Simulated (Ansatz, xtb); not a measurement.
Ranking isomers of C6H6FN

10 gas-phase structures of C6H6FN, from a drawn sample of its isomers (lower ones may exist). Each was relaxed with GFN2-xTB:

A. `Cc1cnccc1F`, a singlet
B. `Cc1ccc(F)nc1`, a singlet
C. `Cc1ccncc1F`, a singlet
D. `Cc1ccnc(F)c1`, a singlet
E. `Cc1cncc(F)c1`, a singlet
F. `Cc1ncccc1F`, a singlet
G. `Cc1cccnc1F`, a singlet
H. `Cc1cc(F)ccn1`, a singlet
I. `Cc1ccc(F)cn1`, a singlet
J. `Cc1cccc(F)n1`, a singlet

**Question.** Estimate their order in r2SCAN-D4/def2-SVP energy at these geometries, lowest first.

**Answer.** Calculated order at r2SCAN-D4/def2-SVP: J (0.0), G (0.8), D (1.1), B (2.2), H (5.6), F (6.4), A (6.5), C (7.9), I (8.1), E (9.2) kcal/mol. Less than 1 kcal/mol parts J and G; G and D; H and F; F and A; C and I, so the order within those pairs means little.

Energies above the lowest of each column, in kcal/mol; the last columns are at B3LYP-D3(BJ)/def2-SVP geometries and were run for some of them only (a dash: not run or not comparable):

| structure | GFN2-xTB | HF/STO-3G | r2SCAN-D4/def2-SVP | B3LYP-D3(BJ)/def2-SVP | CCSD(T)/def2-SVP + ΔMP2/def2-TZVPP |
| --- | --- | --- | --- | --- | --- |
| J | 0.0 | 0.0 | 0.0 | 0.0 | 0.0 |
| G | 1.4 | 0.9 | 0.8 | 0.6 | 0.7 |
| D | 0.5 | 0.6 | 1.1 | 0.9 | 0.6 |
| B | 1.2 | 1.2 | 2.2 | 1.8 | 1.6 |
| H | 1.8 | 2.9 | 5.6 | 4.9 | 4.6 |
| F | 3.4 | 3.9 | 6.4 | 5.7 | 5.8 |
| A | 3.2 | 3.7 | 6.5 | – | – |
| C | 3.9 | 4.5 | 7.9 | – | – |
| I | 3.3 | 4.2 | 8.1 | – | – |
| E | 3.9 | 4.8 | 9.2 | – | – |

Every level run on J puts it lowest or level with the lowest. CCSD(T)/def2-SVP + ΔMP2/def2-TZVPP orders those it was run on as J (0.0), D (0.6), G (0.7), B (1.6), H (4.6), F (5.8) kcal/mol. Less than 1 kcal/mol parts J and D; D and G; G and B, so the order within those pairs means little. Frequencies (GFN2-xTB) were run for B, D, F, G, H, J alone. ΔMP2 is the change of the MP2 energy from the smaller to the larger basis.

Over these structures GFN2-xTB departs from r2SCAN-D4/def2-SVP by 1.8 kcal/mol on average once a common shift is removed. A GFN2-xTB relaxation took about 0.075 s and the r2SCAN-D4/def2-SVP energy about 2.2 s on a shared host (Ansatz 0.2.0, xtb 6.7.1).
